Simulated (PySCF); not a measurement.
# Polarisability and C₆ of P⁻ (phosphorus, charge -1)

[Ne] 3s2 3p4, high-spin 3P determinant. Calculation: PySCF 2.14, in x2c-TZVPPall with one added diffuse shell each of s, p, d type (6s6p4d1f, 51 functions); scalar relativity by spin-free X2C-1e. Coupled (time-dependent) response in atomic units; α is the mean over directions.

| method | mean α (bohr³) | α xx, yy, zz | C₆ (like pair) | S(−4) |
| --- | --- | --- | --- | --- |
| UHF | 63.34 | 52.18, 85.66, 52.18 | 742.3 | 1544 |

S(−4) is the Cauchy moment in α(ω) = α(0) + S(−4) ω² + …

α(iu) at UHF:

| u (hartree) | α(iu) (bohr³) |
| --- | --- |
| 0 | 63.34 |
| 0.0500 | 59.87 |
| 0.100 | 52.37 |
| 0.200 | 37.25 |
| 0.300 | 26.32 |
| 0.500 | 14.24 |
| 0.750 | 7.766 |
| 1.00 | 4.832 |
| 1.50 | 2.387 |
| 2.00 | 1.434 |
| 3.00 | 0.7060 |
| 5.00 | 0.3015 |

A single London oscillator, α(iu) = α/(1 + u²/ω²), gives C₆ = (3/4) ω α². Matching the computed C₆ needs ω = 4 × 742.3 / (3 × 63.34²) = 0.247 hartree.

For an ion, C₆ is the dispersion term alone; charge-induced terms of lower order in 1/R come first.

The components differ because the open shell of this determinant is not spherical; for a pure term their mean is the scalar polarisability.
